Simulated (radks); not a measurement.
Problem. Species: neutral technetium. Configuration: [Kr] 4d4.5 5s2 5p0.5 (fractional occupations, a model configuration). Calculated with a radial shooting solver on a logarithmic mesh with Libxc functionals: scalar-relativistic Kohn-Sham, SCAN, spin-polarised, spherical densities, finite nucleus; open shells are filled with parallel spins first (spin-orbit coupling, left out, can overturn this in heavy ions); meta-GGA in the generalised Kohn-Sham scheme; Fermi nuclear charge, rms radius 4.4112 fm. Some entries of the table are withheld. Estimate them.

orbital,occ.,eigenvalue (eV),<r^2> (bohr^2)
1s up,1,-20915.20,0.001587
1s down,1,-20915.19,0.001587
2s up,1,-3000.100,0.02635
2s down,1,-2999.398,0.02634
2p up,3,-2682.022,0.02077
2p down,3,-2681.474,0.02077
3s up,1,-530.2637,0.1965
3s down,1,-529.9665,0.1966
3p up,3,-424.8561,0.2010
3p down,3,-424.4801,0.2010
3d up,5,-255.2799,0.1911
3d down,5,-254.5937,0.1909
4s up,1,(1),1.275
4s down,1,(2),1.256
4p up,3,(3),1.572
4p down,3,(4),1.549
4d up,4.5,-10.1796,3.274
5s up,1,-6.9785,(5)
5s down,1,-5.1523,(6)
5p up,0.5,-2.3672,19.45

Solution. 
(1) 4s up eigenvalue (eV): -79.4963
(2) 4s down eigenvalue (eV): -75.6768
(3) 4p up eigenvalue (eV): -50.6434
(4) 4p down eigenvalue (eV): -46.4717
(5) 5s up <r^2> (bohr^2): 10.84
(6) 5s down <r^2> (bohr^2): 13.43
